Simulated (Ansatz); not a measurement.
Stepwise reaction of `[OH][GeH]([Cl])[Cl]` with methanol, as a gas-phase model of exchange steps in deposition or etching. ΔE in kJ/mol.

Gas-phase electronic energies from Ansatz, PBE0-D4/def2-TZVP geometries. CCSD(T)/CBS is the MP2 limit (def2-TZVPP, def2-QZVPP) plus CCSD(T) − MP2 in def2-TZVPP, frozen cores. This one scheme is used for every species. Functionals use def2-TZVPP. B3LYP here is the variant with VWN-RPA as its local correlation; programs differ in this. For Ge outer-core shells are correlated without core-valence functions, which leaves a few kJ/mol of doubt a bond. Scalar relativity is left out up to krypton. Each species was taken in one conformer, which may not be the lowest.

```csv
step,reaction,PBE-D4,B3LYP-D4,ωB97M-V,CCSD(T)/CBS
1,`[OH][GeH]([Cl])[Cl]` + CH₃OH → `C[O][GeH]([OH])[Cl]` + HCl,37.4,33.2,34.0,29.5
2,`C[O][GeH]([OH])[Cl]` + CH₃OH → `C[O][GeH]([OH])[O]C` + HCl,42.6,38.0,38.0,34.2
```

Question: By hand: ΔE of the 2 steps together at CCSD(T)/CBS.

Answer: (29.5) + (34.2) = 63.7 kJ/mol, or 31.9 kJ/mol a step.

In ΔE the steps differ by no more than 4.7 kJ/mol. All are uphill at CCSD(T)/CBS. PBE-D4 differs from CCSD(T)/CBS by 7.9 to 8.4 kJ/mol a step. Isolated molecules leave out the surface, adducts and barriers. Largest T1 diagnostic: 0.012.
